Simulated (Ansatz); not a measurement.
CH$_{6}$ClInSi, SMILES `[SiH3][CH](Cl)[InH2]`. Total charge 0; spin multiplicity 1. In takes the def2 core potential. The geometry is a stationary point of PBE0-D4/def2-TZVP.

```xyz
10

Si    0.919    0.850    0.973
C     0.034    0.392   -0.600
Cl    1.164   -0.524   -1.704
In   -1.431   -1.229   -0.558
H     2.115    1.700    0.728
H    -0.047    1.601    1.825
H     1.340   -0.384    1.684
H    -0.310    1.255   -1.170
H    -1.177   -2.441    0.629
H    -2.607   -1.219   -1.807
```

(1) What is the dipole moment at B3LYP/def2-TZVPP? (Estimate.)

(2) And with PBE, r2SCAN, ωB97M-V? (An estimate is asked.)

(3) Give the Mulliken charges with B3LYP, PBE, r2SCAN in def2-TZVPP. (Best estimate.)

Results:

(1) Ansatz gave: 1.48 D, with components (-1.27, 0.65, 0.40) D in this frame, pointing from negative to positive charge.

(2) Ansatz gave: PBE 1.34 D, r2SCAN 1.48 D, ωB97M-V 1.55 D.

(3) Ansatz gave: 
| atom | B3LYP | PBE | r2SCAN |
| --- | --- | --- | --- |
| Si1 | 0.26 | 0.19 | 0.29 |
| C2 | -0.33 | -0.29 | -0.30 |
| Cl3 | -0.17 | -0.14 | -0.17 |
| In4 | 0.53 | 0.47 | 0.51 |
| H5 | -0.06 | -0.05 | -0.07 |
| H6 | -0.08 | -0.06 | -0.08 |
| H7 | -0.06 | -0.04 | -0.06 |
| H8 | 0.16 | 0.15 | 0.13 |
| H9 | -0.13 | -0.12 | -0.12 |
| H10 | -0.13 | -0.12 | -0.13 |

B3LYP here is the variant with VWN-RPA as its local correlation; programs differ in this.
